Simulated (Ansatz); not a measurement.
Calculated with Ansatz (gas phase, PBE0-D4/def2-TZVP geometries, no zero-point term in ΔE). CCSD(T)/CBS is the MP2 limit (def2-TZVPP, def2-QZVPP) plus CCSD(T) − MP2 in def2-TZVPP, frozen cores. This one scheme is used for every species. Double bonds are as drawn, so ΔE can hold a change between cis and trans. Functionals use def2-TZVPP. One conformer a species, not always the lowest.

`[SiH3]/C=C(\[SiH3])Cl` + H₂O → `O/C(Cl)=C/[SiH3]` + SiH₄  (formal hydrolysis of a C–Si bond)

```json
{"level": "PBE0", "ΔE (kJ/mol)": "32.3"}
{"level": "HF/CBS(def2)", "ΔE (kJ/mol)": "33.3"}
```

Q: What does CCSD(T)/CBS give? (An estimate is asked.)

A: The calculation gave: +53.1 kJ/mol. The listed levels differ from it by -20.8, -19.8 kJ/mol.

Largest T1 diagnostic among the species: 0.012.

In def2-TZVPP, CCSD(T) changes the Hartree–Fock value by +13.2 kJ/mol (the triples alone add +0.5 kJ/mol) and MP2 by +17.2 kJ/mol. The D4 term adds +9.3 kJ/mol with B3LYP and +5.3 kJ/mol with PBE0; it sums over pairs of atoms, weighted by their polarisabilities, and B3LYP, whose exchange is more repulsive, gets the larger term. From PBE to PBE0 (25 % exact exchange), in def2-TZVPP and without D4, ΔE moves by +3.4 kJ/mol.

B3LYP here is the variant with VWN-RPA as its local correlation; programs differ in this.
